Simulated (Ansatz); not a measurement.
Basis-set extrapolation for `[NH2][Al]1[NH][SiH2]1` (PBE0-D4/def2-TZVP geometry, frozen core, Ansatz). Multiplicity 1, RHF reference.

|  | def2-TZVPP | def2-QZVPP |
| --- | --- | --- |
| HF | -642.769469 | -642.791210 |
| MP2 correlation | -0.619003 | -0.664009 |
| CCSD(T) correlation | -0.678906 | not run |

Energies in hartree. Use E(X) = E(∞) + A·exp(−7.88·√X) for Hartree–Fock and E(X) = E(∞) + B·X^(−2.97) for correlation, with X = 3 and 4, and add CCSD(T) minus MP2 of the smaller set to the MP2 limit.

**Question.** What is the CCSD(T) energy at the basis-set limit?

**Answer.** HF limit: -642.791210 + (-0.021741) × 0.13774 = -642.79420. MP2 limit: -0.664009 + (-0.045006) × 0.74074 = -0.69735. Higher-order term: -0.678906 − (-0.619003) = -0.05990. Total: -643.55145 hartree, 2.80 eV below CCSD(T)/def2-TZVPP.
